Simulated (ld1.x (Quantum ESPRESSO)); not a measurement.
**What one change does to a pseudopotential (Ag (Z = 47), PAW)**

Ag, PAW, made with ld1.x (Quantum ESPRESSO) 7.5 (LDA (PZ), scalar-relativistic). Core [Kr], reference 4d10 5s1 5p0. Waves: 5s (bound): rcut 1.65, rcutus 2.20 bohr; 5s channel at 0.8 Ry: rcut 1.65, rcutus 2.20 bohr; 5p (bound, empty): rcut 2.80, rcutus 3.55 bohr; 5p channel at 0.85 Ry: rcut 2.80, rcutus 3.55 bohr; 4d (bound): rcut 1.80, rcutus 2.20 bohr; 4d channel at -0.1 Ry: rcut 1.80, rcutus 2.20 bohr. Local part: all-electron potential smoothed inside 2.45 bohr (lloc = -1). Core correction: Bessel-smoothed model core, default radius (core density twice the valence density). Augmentation charge: BESSEL, radius 1.70 bohr.

Change: wave 4d channel at -0.1 Ry: rcut 1.80, rcutus 2.20 bohr becomes 4d channel at -0.02 Ry: rcut 1.80, rcutus 2.20 bohr.

Cutoffs: the cutoffs (Ry, on a coarse ladder) from which the occupation-weighted sum of valence levels, in a spherical-Bessel basis at the reference potential, stays within 10 and 1 mRy of its value at 400 Ry; they do not see the model core or the augmentation charge, which bear on the density cutoff. Errors are all-electron minus pseudo energies relative to the spin-unpolarised reference configuration.

Problem. Predict the effect on cutoff, ghosts and configuration errors.

Solution. The potential gets neither clearly harder nor softer (21 Ry and 35 Ry → 21 Ry and 35 Ry); the errors of the 9 common tests hardly move; neither file shows a bound ghost.

| quantity | base | changed |
| --- | --- | --- |
| cutoff, loose | 21 Ry | 21 Ry |
| cutoff, tight | 35 Ry | 35 Ry |
| bound ghosts | none | none |
| error for 4d10 5s0 5p0, meV [ΔE 8.10 eV] | -3.5 | -3.4 |
| error for 4d9 5s0 5p0, meV [ΔE 30.49 eV] | -55 | -55 |
| error for 4d8 5s0 5p0, meV [ΔE 66.92 eV] | -349 | -345 |
| error for 4d9 5s1 5p1, meV [ΔE 8.57 eV] | -29 | -29 |
| error for 4d10 5s0.5 5p0, meV [ΔE 3.19 eV] | -1.1 | -1.0 |
| error for 4d9 5s2 5p0, meV [ΔE 3.96 eV] | -42 | -42 |
| error for 4d7 5s0 5p0, meV [ΔE 118.85 eV] | -1103 | -1089 |
| error for 4d10 5s1 5p0 (spin-polarised), meV [ΔE -0.15 eV] | -0.2 | -0.2 |
| error for 4d9 5s0 5p0 (spin-polarised), meV [ΔE 30.32 eV] | -55 | -55 |
| s: phases at 3.83 bohr within 0.05 rad from the reference energy up to (Ry; the scan ends near 5) | 3.4 | 3.4 |
| p: phases at 3.83 bohr within 0.05 rad from the reference energy up to (Ry; the scan ends near 5) | 2.0 | 2.0 |
| d: phases at 3.83 bohr within 0.05 rad from the reference energy up to (Ry; the scan ends near 5) | 3.4 | 3.5 |
| lowest overlap eigenvalue by channel | s 0.46, p 0.56, d 0.99 | s 0.46, p 0.56, d 0.79 |
